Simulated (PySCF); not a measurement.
Input of an EPR job (settings, then geometry in Å):

```
{"job": {"kind": "epr", "basis": "pcH-1"}, "charge": 0, "multiplicity": 2}
C      3.918739    -0.751877     0.162814
C      2.960804     0.306039    -0.180431
O      1.648739    -0.143762    -0.086969
Si     0.346052     0.562521    -0.715388
O     -0.780468    -0.467472    -0.200506
C     -2.132653    -0.419300    -0.449507
C     -2.987141     0.588271     0.255563
C     -3.068570    -0.866131     0.626848
H      3.558685    -1.701696     0.497419
H      4.970068    -0.562081     0.091466
H      3.157316     0.694753    -1.197018
H      3.088496     1.180908     0.488143
H      0.147273     1.921631    -0.197572
H      0.412763     0.624071    -2.180051
H     -2.377973    -0.651341    -1.481630
H     -3.806983     1.036614    -0.283667
H     -2.491129     1.251569     0.945882
H     -2.627780    -1.164985     1.564259
H     -3.946042    -1.428481     0.348049
```

Computed, not measured: PySCF, UKS B3LYP, pcH-1 on C H O Si, non-relativistic, mean-field spin-orbit, GIAO. The structure is a single GFN2-xTB conformer in the gas phase; no vibrational or solvent corrections. Couplings are sensitive to structure, and on GFN2-xTB geometries they can be far from those on DFT ones.

Output of the driver script. The program numbers atoms from 0.

```
UKS, coarse grid
  cycle   1  E = -636.89718568  |g| = 7.34e-01
  cycle   2  E = -636.53384385  |g| = 1.23e+00
  cycle   3  E = -637.08234211  |g| = 1.05e-01
  cycle   4  E = -637.08575825  |g| = 5.37e-02
  cycle   5  E = -637.08709711  |g| = 7.96e-03
  cycle   6  E = -637.08712447  |g| = 3.45e-03
  cycle   7  E = -637.08712897  |g| = 1.54e-03
  cycle   8  E = -637.08712970  |g| = 5.97e-04
UKS, final grid
  cycle   1  E = -637.08706255  |g| = 8.44e-04
  cycle   2  E = -637.08706221  |g| = 1.33e-03
  cycle   3  E = -637.08706280  |g| = 1.06e-04
  cycle   4  E = -637.08706281  |g| = 2.20e-05
E = -637.08706281 Eh   <S^2> = 0.7537 (exact 0.7500)
g shifts (ppm)      1          2          3
  rmc          -131       -131       -131
  gc              2         28         15
  oz_so          -9        549        700
  total        -139        446        583
hyperfine (MHz)  atom isotope    a_iso     a_fc   dipolar eigenvalues
    0   13C      87.34      87.44    -82.16    -81.57    163.73
    1   13C     -39.90     -39.91     -2.45      0.27      2.18
    2   17O       0.87       0.87     -1.51      0.66      0.85
    3  29Si       1.69       1.69     -0.27      0.06      0.21
    4   17O      -0.10      -0.10     -0.18      0.06      0.12
    5   13C       0.00       0.00     -0.09     -0.08      0.17
    6   13C      -0.00      -0.00     -0.06     -0.06      0.11
    7   13C      -0.00      -0.00     -0.06     -0.06      0.11
    8    1H     -66.24     -66.26    -39.97      0.14     39.83
    9    1H     -63.17     -63.18    -39.55     -0.34     39.89
   10    1H     121.09     121.09     -5.29     -4.07      9.36
   11    1H     137.13     137.13     -5.67     -3.43      9.10
   12    1H       0.18       0.18     -0.84     -0.77      1.61
   13    1H       0.37       0.37     -0.92     -0.88      1.80
   14    1H      -0.01      -0.01     -0.28     -0.28      0.56
   15    1H       0.00       0.00     -0.16     -0.16      0.31
   16    1H       0.00       0.00     -0.25     -0.25      0.50
   17    1H       0.00       0.00     -0.25     -0.25      0.50
   18    1H       0.00       0.00     -0.16     -0.15      0.31
```

|g| in the SCF lines is the orbital gradient. In the g block, columns 1 to 3 are the principal axes in rising order; rmc is the relativistic mass correction, gc the gauge correction and oz_so the orbital-Zeeman/spin–orbit term. a_fc is the Fermi-contact part of a_iso, the rest being spin–orbit.

Task: What does the output say about convergence, stability and spin contamination?

Result: The SCF converged after 12 cycles in all, 8 of them on the coarse grid; no stability test was run. The unrestricted determinant has ⟨S²⟩ = 0.7537 (exact 0.7500), so spin contamination is small.

Task: What are the principal g values and g_iso?

Result: Adding the total shifts to 2.002319 gives 2.00218, 2.00276, 2.00290; their mean shift is 297 ppm, so g_iso = 2.00262.

Task: Which couplings shape the isotropic spectrum at natural abundance (0.05 mT or more)? Keep the log's numbering.

Result: atoms 10, 11 (1H, I = 1/2): mean 129.1 MHz = 4.61 mT in magnitude, a 1:2:1 triplet; atoms 8, 9 (1H, I = 1/2): mean -64.7 MHz = 2.31 mT in magnitude, a 1:2:1 triplet. Together 9 lines to first order. Means are taken over nuclei equivalent by connectivity, which assumes that they swap fast. The 1H value of +129.1 MHz is a mean of couplings from 121.1 to 137.1 MHz in this one geometry, not an average over conformers.

The species is `C1(CC1)O[SiH2]OC[CH2]` [radical]. The run used 320 basis functions and 10 iterations of the response equations.

Conformer computed: `[CH2:1][CH2:2][O:3][SiH2:4][O:5][CH:6]1[CH2:7][CH2:8]1`: C1–C2–O3–Si4 -164°, C2–O3–Si4–O5 -179°, O3–Si4–O5–C6 -178°, Si4–O5–C6–C7 -75°.
Labels such as C1 count atoms from 1, the log's own numbers from 0.
